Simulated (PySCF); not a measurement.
**H₂GeS: fields on a plane**

Computed with PySCF, PBE0, basis Ge def2-TZVP, S def2-TZVP, H def2-TZVP (no relativity, density fitting).

The singlet minimum has Ge–H 1.540 Å (×2), Ge–S 2.021 Å; H–Ge–H 111.0°, H–Ge–S 124.5° (×2).

The plane holds Ge1 at (0.00, 0.00), S2 at (2.02, 0.00), H3 at (-0.87, 1.27), H4 at (-0.87, -1.27) Å. Columns run from x = -2.85 to 4.35 Å, rows from y = 3.45 (top) to -3.15 Å, in steps of 0.3 Å. Other isomers or separated fragments may lie lower.

Give the electron localisation function (set to 0 where the density is under 0.005 e/Å³). Lower edges of the bins: '0' 0.000, '1' 0.100, '2' 0.200, '3' 0.300, '4' 0.400, '5' 0.500, '6' 0.600, '7' 0.700, '8' 0.800, '9' 0.900; top 1.00.


```
0000000000000000000000000
0000000000000000000000000
0000000000000000000000000
0000689983000000000000000
0007999997100001222000000
0059999999300014554320000
0089999999510136777642000
0089999999521257888763100
0069999997423568999875200
0037999941114678899875300
0002577315522772017886310
0000133154451752781886310
0000133154451752781886310
0002577315522772017886310
0037999941114678899875300
0069999997423568999875200
0089999999521257888763100
0089999999510136777642000
0059999999300014554320000
0007999997100001222000000
0000689983000000000000000
0000000000000000000000000
0000000000000000000000000
```

Give the electron density (e/Å³) (cut at 5 e/Å³). Lower edges of the bins (e/Å³): '0' 0.000, '1' 0.030, '2' 0.076, '3' 0.151, '4' 0.268, '5' 0.455, '6' 0.750, '7' 1.218, '8' 1.960, '9' 3.136; top 5.00.


```
0000000000000000000000000
0000000000000000000000000
0000000000000000000000000
0000000000000000000000000
0000001110000000000000000
0000112221100000000000000
0000134543211111111000000
0001246754322222332110000
0001246765433344544310000
0001235666654456665421000
0000134589985567876531000
0000124699996679997532000
0000124699996679997532000
0000134589985567876531000
0001235666654456665421000
0001246765433344544310000
0001246754322222332110000
0000134543211111111000000
0000112221100000000000000
0000001110000000000000000
0000000000000000000000000
0000000000000000000000000
0000000000000000000000000
```
